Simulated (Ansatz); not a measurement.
A nudged elastic band was laid between two geometries of Cl$_{3}$H$_{5}$NO$_{2}$Ta (12 atoms, charge 0, multiplicity 1).

Method: RKS PBE/def2-SVP in Ansatz 0.2.0.

```
movable images  : 3
climbing image  : no
spring          : 5.0 eV/Å²
optimiser       : quadratic models (default)
start path      : through a guess of the saddle point
force threshold : 0.05 eV/Å
iteration limit : 60
end points      : relaxed
```

Initial state:

```xyz
12
Properties=species:S:1:pos:R:3
Ta -0.064 -0.090 0.281
O 1.777 -0.730 0.130
H 2.184 -1.123 0.925
Cl 0.297 -0.377 2.658
O 0.164 0.444 -1.539
H 0.914 0.296 -2.143
Cl -1.951 1.319 0.648
Cl -1.238 -2.074 -0.031
N 1.006 1.973 0.755
H 1.124 2.062 1.775
H 0.440 2.772 0.438
H 1.939 2.039 0.325
```

Final state:

```xyz
12
Properties=species:S:1:pos:R:3
Ta -0.203 0.422 0.421
O 2.038 -0.353 0.224
H 1.825 -1.318 0.155
Cl 0.384 0.095 2.729
O 0.047 0.694 -1.433
H 0.744 0.648 -2.110
Cl -2.472 0.834 0.619
Cl -0.372 -2.012 0.166
N 0.570 2.238 0.720
H 0.823 2.634 1.632
H 0.819 2.883 -0.038
H 2.389 -0.255 1.136
```

(1) Which bonds break or form, and what moves?

(2) What energy profile does the band end with?

(3) What is the geometry of the highest image?

Results:

(1) Bonds broken: N9–H12. Bonds formed: O2–H12.

(2) The forces met the threshold. The highest image is number 2 of 0 to 4, 0.83 eV above the first end and 0.10 eV above the last; the last end lies 0.73 eV above the first. No image climbed, so the highest image needn't sit at the top of the path. So few images can step over the top or miss a turn of the path. The orbitals stay closed-shell, which can raise the energy where a bond breaks towards radicals; this wasn't checked here.

| image | path coordinate (Å) | energy (eV) | N9–H12 (Å) | O2–H12 (Å) |
| --- | --- | --- | --- | --- |
| 0 | 0.00 | 0.00 | 1.03 | 2.78 |
| 1 | 1.06 | 0.06 | 1.03 | 2.39 |
| 2 | 2.11 | 0.83 | 1.17 | 1.53 |
| 3 | 3.17 | 0.82 | 2.43 | 0.98 |
| 4 | 4.22 | 0.73 | 3.11 | 0.98 |

(3) 
```xyz
12
Properties=species:S:1:pos:R:3:forces:R:3
Ta -0.190 0.122 0.332 0.15 -0.51 -0.09
O 1.857 -0.335 0.257 -0.34 -0.07 0.04
H 2.115 -1.183 0.664 0.05 0.00 -0.05
Cl 0.015 -0.095 2.716 -0.17 -0.02 0.05
O 0.016 0.704 -1.479 -0.07 -0.01 -0.03
H 0.710 0.523 -2.138 0.01 0.04 0.07
Cl -2.396 0.944 0.458 0.29 0.04 0.03
Cl -0.504 -2.147 -0.030 -0.18 -0.28 -0.05
N 1.063 1.900 0.818 0.93 -0.40 0.04
H 0.904 2.355 1.727 0.15 -0.20 0.02
H 1.094 2.635 0.090 0.28 -0.31 0.08
H 1.909 1.087 0.805 -1.09 1.71 -0.11
```

Time of the run: 3.3 min on 4 threads of Intel(R) Xeon(R) Platinum 8175M CPU @ 2.50GHz (Skylake/Cascade Lake) (shared host), peak memory 0.29 GiB.
